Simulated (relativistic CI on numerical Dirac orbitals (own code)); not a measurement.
# Hyperfine structure of Gd XLVIII, mass number 157

Method of calculation: Dirac-Coulomb-Breit CI, separate exchange-only KLI orbitals for each configuration, a model potential for QED, unscaled Slater integrals (own radial code, finite nucleus).

CI space (outside the closed core [Ne]): 3s2.3p5, 3s.3p6, 3s2.3p4.3d, 3s.3p5.3d, 3p6.3d, 3s.3p4.3d2, 3s2.3p3.3d.4p, 3p6.4s, 3s.3p4.3d.4s, 3s2.3p4.4s, 3p6.4p, 3s2.3p4.4p, 3s2.3p3.3d2, 3s2.3p2.3d3, 3s.3p3.3d3, 3s2.3p2.3d2.4s, 3s2.3p2.3d2.4p. Double excitations out of closed p, d and f shells are left out; levels of such configurations are missing from the list, as are those of other unlisted configurations, and high levels can miss mixing partners.

Nuclear spin I = 3/2, μ = -0.3398 μN, Q = 1.35 b (tables of Stone and Pyykkö). The electronic factors are computed for point nuclear moments, without core polarisation or the Bohr-Weisskopf and QED corrections.

| Level | E (cm⁻¹) | A (GHz) | B (GHz) |
| --- | --- | --- | --- |
| 3s2.3p5 2P°_3/2 | 0 | -28.55 | -330 |
| 3s2.3p5 2P°_1/2 | 1400490 | -212.1 |  |
| 3s2.3p4.3d 2D_3/2 | 1768369 | -15.89 | 200 |
| 3s2.3p4.3d 4F_9/2 | 1927350 | -16.18 | 106 |
| 3s2.3p4.3d 2P_1/2 | 1948704 | -7.347 |  |
| 3s2.3p4.3d 2D_5/2 | 2117932 | -8.078 | 360 |
| 3s.3p6 2S_1/2 | 2664000 | -500 |  |

Levels with J = 0, under 50 % of one LS term, or S terms without an open s electron are left out. Small factors come from cancelling terms and can be off by tens of per cent or more.

At this charge energies of transitions that change n are usually good to better than 1 %, and those within a shell (Δn = 0) to a few per cent.

(1) Give the hyperfine levels of 3s2.3p5 2P°_1/2 relative to its centre of gravity.

Results:

(1) With K = F(F + 1) − I(I + 1) − J(J + 1), E = AK/2: F = 1: 265.1, F = 2: -159.1 GHz.

LS names give the leading component of a level, which can be under half, so a name can repeat, a term be missing and a line seem to break the LS rules.
